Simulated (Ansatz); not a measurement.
Cost and result for the atomization energy of `C=C1BCC1Cl` (12 atoms, 12 bonds).

| atom | x (Å) | y (Å) | z (Å) |
| --- | --- | --- | --- |
| C1 | 1.102 | -1.090 | 1.229 |
| C2 | 0.385 | -0.173 | 0.587 |
| B3 | 0.600 | 1.215 | -0.076 |
| C4 | -0.597 | 0.898 | -1.061 |
| C5 | -0.947 | -0.271 | -0.121 |
| Cl6 | -1.386 | -1.843 | -0.854 |
| H7 | 2.088 | -0.857 | 1.615 |
| H8 | 0.743 | -2.108 | 1.359 |
| H9 | 1.340 | 2.134 | 0.093 |
| H10 | -1.386 | 1.604 | -1.321 |
| H11 | -0.167 | 0.511 | -1.994 |
| H12 | -1.775 | -0.019 | 0.544 |

Charge 0, multiplicity 1. The structure was optimised at the PBE0-D4/def2-TZVP level. Program: Ansatz. All runs use 4 threads of an Arm Neoverse V2 on a shared host. Times are those of one run each, without the atoms' runs, and a repeat can differ threefold. Electronic energies, without spin–orbit coupling; frozen cores. CCSD(T)/CBS adds CCSD(T) − MP2 in def2-TZVPP to the MP2 limit, and its time is that of the two runs behind it. T1 = 0.011; the RHF reference is unstable towards UHF. B3LYP takes the VWN-RPA correlation (the form of Gaussian; ORCA's B3LYP/G).

CCSD(T)/CBS is a level of theory with its own doubt, some kJ/mol a heavy atom from the limit and from the frozen cores, so smaller differences don't rank the functionals.

| level | functions | wall time |
| --- | --- | --- |
| PBE-D4/def2-TZVPP (with forces) | 281 | 2.7 s |
| PBE0-D4/def2-TZVPP | 281 | 3.2 s |
| r2SCAN-D4/def2-TZVPP (with forces) | 281 | 5.5 s |
| B3LYP-D4/def2-TZVPP (with forces) | 281 | 5.5 s |
| B2PLYP/def2-TZVPP | 281 | 7 s |
| ωB97X-V/def2-TZVPP | 281 | 7.5 s |
| ωB97M-V/def2-TZVPP (with forces) | 281 | 11 s |
| MP2/def2-QZVPP | 535 | 28 s |
| CCSD(T)/def2-TZVPP | 281 | 3.5 min |
| CCSD(T)/CBS(def2) | – | 3.9 min |

Problem. What atomization energy does each give, and how far from CCSD(T)/CBS? (Best estimate.)

Solution. The calculation gave: 
```
                             level  atomization (kJ/mol)  difference from CCSD(T)/CBS  per bond
   PBE-D4/def2-TZVPP (with forces)                5044.0                        178.0      14.8
                PBE0-D4/def2-TZVPP                4962.4                         96.4       8.0
r2SCAN-D4/def2-TZVPP (with forces)                4924.2                         58.2       4.9
 B3LYP-D4/def2-TZVPP (with forces)                4888.6                         22.6       1.9
                 B2PLYP/def2-TZVPP                4839.4                        -26.6      -2.2
                ωB97X-V/def2-TZVPP                4893.3                         27.3       2.3
  ωB97M-V/def2-TZVPP (with forces)                4908.9                         42.9       3.6
                    MP2/def2-QZVPP                4932.4                         66.4       5.5
                CCSD(T)/def2-TZVPP                4752.1                       -113.9      -9.5
                 CCSD(T)/CBS(def2)                4866.0                          0.0       0.0
```

The D4 term adds +46.2 kJ/mol with B3LYP and +24.2 kJ/mol with PBE0; it sums over pairs of atoms, weighted by their polarisabilities, and B3LYP, whose exchange is more repulsive, gets the larger term. In def2-TZVPP, CCSD(T) changes the Hartree–Fock value by +1110.9 kJ/mol (the triples alone add +82.2 kJ/mol) and MP2 by +1224.5 kJ/mol; breaking electron pairs costs correlation energy, which Hartree–Fock lacks. From PBE to PBE0 (25 % exact exchange), in def2-TZVPP and without D4, the atomization energy moves by −77.2 kJ/mol: exact exchange takes away binding that semilocal exchange gives to molecules.
